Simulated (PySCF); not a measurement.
Species: C₂H₉B₂NO₂.
Cartesian coordinates in Å at the PBE0-D3(BJ)/def2-SVP level; atoms count from 1:
```
atom  x, y, z in Å
C1    -1.6917   -1.6076    1.0197
O2    -1.2555   -0.2778    0.8979
B3    -0.0486    0.0288    0.3280
B4     0.3112    1.7127    0.2421
N5    -0.6740    2.5573    0.7378
O6     0.7020   -1.0258   -0.1001
C7     1.9579   -0.8899   -0.7035
H8    -1.6858   -2.1287    0.0485
H9    -2.7179   -1.6009    1.4154
H10   -1.0504   -2.1820    1.7086
H11    1.3162    2.2367   -0.1971
H12   -1.5348    2.1795    1.1191
H13   -0.6136    3.5672    0.7574
H14    1.9600   -1.4146   -1.6723
H15    2.7315   -1.3502   -0.0673
H16    2.2259    0.1649   -0.8727
```

The closed-shell ground state was solved at several levels (PySCF, density fitting, gas phase, non-relativistic).

```
         level  basis functions  HOMO (eV)  LUMO (eV)  gap (eV)  dipole (D)
   B3LYP/pcJ-1              279      -7.36      -0.66      6.70        0.37
B97-2/pcSseg-1              164      -7.33      -0.49      6.84        0.33
 PBE0/pcSseg-1              164      -7.58      -0.48      7.10        0.34
```

Q: Estimate the row for wB97X-D/def2-SVPD, a basis of 218 functions; the other rows only guide the guess.

A: HOMO -9.56 eV, LUMO 1.19 eV, gap 10.75 eV, dipole 0.30 D.

Q: Over all these levels, which gives the widest orbital gap and which the narrowest?

A: wB97X-D/def2-SVPD (range-separated hybrid) has the widest, 10.75 eV, and B3LYP/pcJ-1 (global hybrid, 20 % exact exchange) the narrowest, 6.70 eV. Functional and basis both differ between the two, so the spread mixes both effects.

Q: How far do the dipole and the HOMO energy spread over the levels?

A: The dipole runs from 0.30 to 0.37 D (mean 0.33 D) and the HOMO from -9.56 to -7.33 eV.

One conformer stands for the species.
